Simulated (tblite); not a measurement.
C₈H₈FOP.
Cartesian coordinates in Å at the GFN2-xTB level; atoms count from 1:
```xyz
19
C8H8FOP angstrom
C      3.4551   -0.3417   -0.0595
C      2.1431   -0.5421   -0.0631
C      1.1698    0.5244    0.0329
P      1.6163    2.2540    0.1784
C     -0.0610    2.5594    0.2176
F     -0.6879    3.7314    0.3224
O     -0.8901    1.5197    0.1348
C     -0.1945    0.3672    0.0302
C     -0.9910   -0.8622   -0.0691
C     -2.2939   -0.9605    0.6864
C     -2.3119   -0.8324   -0.7985
H      4.1550   -1.1553   -0.1280
H      3.8661    0.6531    0.0133
H      1.7482   -1.5462   -0.1389
H     -0.3963   -1.7600   -0.1549
H     -2.5917   -0.1051    1.2724
H     -2.5458   -1.9106    1.1312
H     -2.6240    0.1096   -1.2218
H     -2.5753   -1.6935   -1.3933
```

All values are computed: GFN2-xTB (tblite) harmonic vibrations without scaling, gas phase. This tight-binding method is rough: wavenumbers can miss measured ones by several per cent, in bad cases by 10 to 20. One conformer, not necessarily the lowest.

Harmonic wavenumbers (cm⁻¹): 38.9, 67.2, 115.1, 139.0, 150.8, 174.2, 290.3, 322.3, 353.7, 364.6, 422.5, 442.0, 526.6, 572.3, 605.9, 676.0, 694.7, 774.9, 802.5, 858.1, 877.9, 886.1, 945.6, 979.7, 993.8, 1036.3, 1052.4, 1070.6, 1071.4, 1078.5, 1152.6, 1192.3, 1230.1, 1249.2, 1279.1, 1298.1, 1310.5, 1358.6, 1397.9, 1427.0, 1474.0, 1535.0, 1666.1, 3058.1, 3083.2, 3088.5, 3093.6, 3095.8, 3104.7, 3122.4, 3137.4.

A = 1154, B = 897.6, C = 525.5 MHz; mass 170.030 u (most abundant isotopes); point group Cs, symmetry number 1.

Q: What is the zero-point energy?

A: ½Σν̃ = 30369 cm⁻¹ = 86.83 kcal/mol.

Q: Give the ideal-gas entropy at 500 K and 1 bar in the rigid-rotor, harmonic-oscillator model (classical rotation).

A: Translation 43.89, rotation 32.30, vibration 53.68: S = 129.9 cal/(mol K).

Q: And Cp and H(500 K) − H(0)?

A: Cp = 61.21 cal/(mol K), of which vibrations give 53.26 (their classical limit is 51 R = 101.3); H(500 K) − H(0) = 17.78 kcal/mol without the zero-point energy, 13.81 from vibrations.

Q: How do the functions run with temperature in this model?

A: 
```tsv
T (K)	S (cal/(mol K))	Cp (cal/(mol K))	H − H(0) (kcal/mol)	G − H(0) (kcal/mol)	ln q(vib)
100	72.7	19.4	1.34	-5.93	1.93
200	89.4	30.1	3.81	-14.07	4.72
300	103.8	41.5	7.39	-23.74	7.52
800	162.9	78.6	39.04	-91.24	21.17
1000	181.2	85.6	55.51	-125.69	26.13
```

q(vib) and H(0) count from the zero-point level.

Q: Blend soft modes into free rotors: weight 1/[1 + (100 cm⁻¹/ν̃)⁴] for the oscillator and the rest for a rotor with moment μB/(μ + B), μ = h/(8π²ν), B = 10⁻⁴⁴ kg m². What vibrational entropy results?

A: 49.77 cal/(mol K) in place of 53.68, which changes −T·S at 500 K by +1.95 kcal/mol.

Q: What must be added to the electronic energy to get the Gibbs energy at 500 K and 1 bar?

A: ZPE + [H(500 K) − H(0)] − T·S = 86.83 + 17.78 − 64.93 = 39.68 kcal/mol.

Hindered rotation and anharmonicity are outside this model. Other conformers, if any are populated, would add a mixing term that is left out.
